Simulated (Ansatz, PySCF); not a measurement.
System: tribromo(ethoxy)germane, C2H5Br3GeO (charge 0, singlet). SMILES: [Br][Ge]([O]CC)([Br])[Br]
Geometry from a B3LYP-D3(BJ)/def2-TZVP (Ansatz, a first-principles code) optimisation:
```
O
C 1 1.4392
H 2 1.0940 1 109.55
H 2 1.0940 3 108.18 1 -119.37
C 2 1.5123 3 110.83 4 -121.69
H 5 1.0903 2 110.58 3 179.93
H 5 1.0903 6 108.55 2 -121.46
H 5 1.0919 6 108.60 7 -117.89
Ge 1 1.7562 2 120.47 3 -59.26
Br 9 2.2890 1 106.07 2 -180.00
Br 9 2.3110 1 110.19 2 -59.89
Br 9 2.3110 1 110.19 2 59.89
```
Charge 0, spin multiplicity 1.

Quantity: vertical triplet-singlet gap, E(triplet) - E(singlet), in eV. Set-up: UHF or UKS for open shells; 6-31G* and kin with 6d, 5d where marked; valence correlation only (noble-gas shells and the d and f shells of earlier blocks); LANL2DZ with its own core potentials from Na on; spin-orbit terms left out; no dispersion term unless named; non-relativistic; each state is the SCF solution reached for its charge and spin. First-principles rows: single points at B3LYP-D3(BJ) geometries (Ansatz). Levels can end on unlike triplets.

```tsv
level	program	vertical triplet-singlet gap, E(triplet) - E(singlet) (eV)
HF/6-31G*	Ansatz	5.26
HF/6-31G* with LANL2DZ past Ar	Ansatz	4.97
PBE/6-31G*	Ansatz	3.88
PBE/6-31G* with LANL2DZ past Ar	Ansatz	3.89
B3LYP/STO-3G	Ansatz	5.17
B3LYP/3-21G	Ansatz	4.46
B3LYP/6-31G*	Ansatz	4.34
B3LYP/6-31G* with LANL2DZ past Ar	Ansatz	4.33
M06-2X/6-31G* with LANL2DZ past Ar (5d)	PySCF	4.93
MP2/6-31G*	Ansatz	5.63
MP2/6-31G* with LANL2DZ past Ar	Ansatz	5.39
B3LYP/def2-TZVPD	Ansatz	4.42
wB97X-V/def2-TZVPD	Ansatz	5.29
```

No value to compare with is used here. The 11 habitual levels span 3.88 (PBE/6-31G*) to 5.63 eV (MP2/6-31G*); B3LYP/def2-TZVPD gives 4.42.

The levels are drawn from those run, B3LYP/6-31G* more often than the rest, none by its result; left out are runs that failed, that the program found above a lower state of the same kind, or whose <S^2> lies over 0.5 above the pure value.
